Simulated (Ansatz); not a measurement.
# Worked example: C2H7BrSi + C4H11NSi → C2H9NSi + C4H9BrSi

Gas-phase species: C2H7BrSi `CC[SiH2]Br`, singlet; C4H11NSi `C=C[SiH](N)CC`, singlet; C2H9NSi `CC[SiH2]N`, singlet; C4H9BrSi `C=C[SiH](Br)CC`, singlet. The partners trade Br for NH2; both sit on Si, so the bond types are kept.

Shapes, held fixed at every level: PBE0-D4/def2-TZVP. Flexible molecules stand in one conformer, not always the lowest. Programs: Ansatz 0.2.0. Electronic energies: no zero-point or thermal term.

At MP2/def2-TZVPP; 1 Eh = 2625.50 kJ/mol:

| species | energy (Eh) |
| --- | --- |
| C2H7BrSi | -2942.015546 |
| C4H11NSi | -502.393645 |
| C2H9NSi | -425.160414 |
| C4H9BrSi | -3019.249528 |

Task: Work out ΔE of the reaction at this level.

Result: 
1. Products less reactants: (-425.160414) + (-3019.249528) − [(-2942.015546) + (-502.393645)] = -0.000751 Eh = -2.0 kJ/mol.

Other levels give -0.7 (MP2/def2-SVP) to +2.0 kJ/mol (HF/def2-TZVPP). No measured value is set beside it here. Relativity is left out for Br. Outer-core shells of Br are correlated, in sets that cover them unevenly. The levels disagree on the sign, so it isn't settled. That is about zero within the method's error.
